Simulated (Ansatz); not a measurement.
Total energies of Al(PF3)Cl3 (AlPCl3F3) from Ansatz at PBE-D4/def2-TZVP, gas phase (1 Eh = 27.2114 eV = 2625.5 kJ/mol). The reference geometry is relaxed at PBE-D4/def2-SVP.

```csv
state,geometry,energy (Eh)
charge 0 singlet,reference,-2263.32602
charge 1 doublet,reference,-2262.93971
charge 1 doublet,relaxed at PBE-D4/def2-SVP,-2262.94634
free Al atom (doublet),–,-242.22759
free P atom (quartet),–,-341.10299
free F atom (doublet),–,-99.66912
free Cl atom (doublet),–,-459.95840
```

Task: Work out the vertical ionisation energy to the doublet.

Result: E(charge 1 doublet) − E(charge 0 singlet) = -2262.93971 − (-2263.32602) = 0.38631 Eh = 10.51 eV. For comparison, −ε of the highest occupied level is 7.75 eV at this level, 2.76 eV less.

Task: How much does the charge 1 doublet relax, and what is the adiabatic ionisation energy?

Result: Relaxation: -2262.93971 − (-2262.94634) = 0.00663 Eh = 0.18 eV. Adiabatic ionisation energy: 0.37968 Eh = 10.33 eV, without zero-point energy. 

Task: What is the binding energy per atom against free atoms?

Result: Atoms: 1 × (-242.22759) + 1 × (-341.10299) + 3 × (-99.66912) + 3 × (-459.95840) = -2262.21314 Eh. Binding: -2262.21314 − (-2263.32602) = 1.11288 Eh = 30.28 eV, or 3.79 eV for each of 8 atoms (no zero-point energy, no counterpoise term).

At PBE-D4/def2-TZVP the gap within one spin of the charge 1 doublet nearly closes, so an electron or hole may be smeared out by delocalisation error.
